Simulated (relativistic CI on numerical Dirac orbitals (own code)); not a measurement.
Er³⁺: 5p photoemission

Computed with this model: Dirac-Coulomb-Breit CI, orbitals from a KLI potential per configuration, a model potential for QED, valence Slater integrals scaled by 0.9, multiplet model of photoemission in the sudden approximation; configurations [Xe] 4f11 → [Kr] 4d10 4f11 5s2 5p5; 80 K; Lorentzian 0.42 eV and Gaussian 0.5 eV FWHM. Energies are those of the free ion, without screening or charge transfer. The energies are binding energies and can lie tens of eV above those of solids. S is read from ⟨S²⟩ = S(S + 1).

free ion: ground-state S = 1.48, centroid 61.09 eV. Peaks (eV, height): 58.3 (100), 59.2 (85), 61.8 (12), 65.6 (70).

Strongest unbroadened transitions for free ion:

```csv
Energy (eV),Relative strength
58.13,100.0
58.50,72.3
59.01,47.5
59.30,20.5
59.39,49.6
59.40,17.3
59.89,7.7
60.47,6.6
61.72,6.3
61.87,3.8
61.99,5.9
62.72,1.8
64.98,1.3
65.10,1.7
65.24,70.7
65.77,82.2
66.37,1.7
69.46,1.4
```
